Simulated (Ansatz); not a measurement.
Consider the formal exchange of groups at the Si–Br bond: `N[Si](N)(Cl)Br` + `C=C` → `C=C[Si](N)(N)Cl` + HBr.

Calculated with Ansatz (gas phase, PBE0-D4/def2-TZVP geometries, no zero-point term in ΔE). CCSD(T)/CBS is the MP2 limit (def2-TZVPP, def2-QZVPP) plus CCSD(T) − MP2 in def2-TZVPP, frozen cores. This one scheme is used for every species. For Br outer-core shells are correlated without core-valence functions, which leaves a few kJ/mol of doubt a bond. Scalar relativity is left out up to krypton. Each species was taken in one conformer, which may not be the lowest.

```
         level  ΔE (kJ/mol)
 HF/def2-QZVPP        101.3
CCSD/CBS(def2)         95.5
```

What does CCSD(T)/CBS give? (Estimate.)

Computed: +94.0 kJ/mol. The listed levels differ from it by 7.3, 1.5 kJ/mol.

Largest T1 diagnostic among the species: 0.011.

In def2-TZVPP, CCSD(T) changes the Hartree–Fock value by −13.5 kJ/mol (the triples alone add −1.5 kJ/mol) and MP2 by −8.4 kJ/mol.
